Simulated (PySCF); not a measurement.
**2 VH₃ → VH₂ + VH₄**

Level: PBE0 in the def2-TZVP basis family, all electrons, no relativity, computed in PySCF with density fitting; open shells unrestricted.

| species | state and structure | ZPE (kJ/mol) | H(298 K) − H(0) (kJ/mol) | S° (J/(mol K)) |
| --- | --- | --- | --- | --- |
| VH₃ | triplet, D3h, V–H 1.673 Å (×3) | 39.8 | 12.6 | 241.3 |
| VH₂ | quartet, D∞h, V–H 1.776 Å (×2) | 22.5 | 10.5 | 218.2 |
| VH₄ | doublet, D2d, V–H 1.635 Å (×4); H–V–H 102.5° (×2), H–V–H 113.0° (×4) | 57.5 | 13.7 | 246.6 |

Question: Is the gas-phase reaction uphill or downhill in electronic energy at this level, and by how much?

Answer: At PBE0/def2-TZVP, ΔE = 97.4 kJ/mol, uphill. The bond broken in VH₃ is stronger than the one that a second molecule gains.

Question: Add zero-point, thermal and entropy terms for 298.15 K and 1 bar.

Answer: ΔZPE = 0.4 and Δ[H(298) − H(0)] = -1.0 kJ/mol give ΔH° = 96.8 kJ/mol. ΔS° = -17.8 J/(mol K), so ΔG° = 96.8 − 298.15 × (-0.0178) = 102 kJ/mol and log₁₀K = -17.9.

Open d or f shells are single determinants, so the state found may not be the ground state. Each species is the lowest minimum found with this bonding; other isomers or fragments can lie lower.
